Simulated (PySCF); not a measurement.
AlF2I, SMILES [I][Al]([F])[F]. Geometry optimised at r2SCAN-D4/def2-SVP. The def2 effective core potentials stand for the cores of I; spin–orbit coupling is left out.

Computed equilibrium geometry at r2SCAN-D4/def2-SVP (PySCF confirms it by a frequency run) as bond lengths and angles, and its point group:
point group C2v.
Atoms: Al1 F2 F3 I4. Bonded distances (Å): Al1–F2 1.651, Al1–F3 1.651, Al1–I4 2.431. Bond angles (°): F2–Al1–F3 118.0, F2–Al1–I4 121.0, F3–Al1–I4 121.0.
Charge 0, spin multiplicity 1.
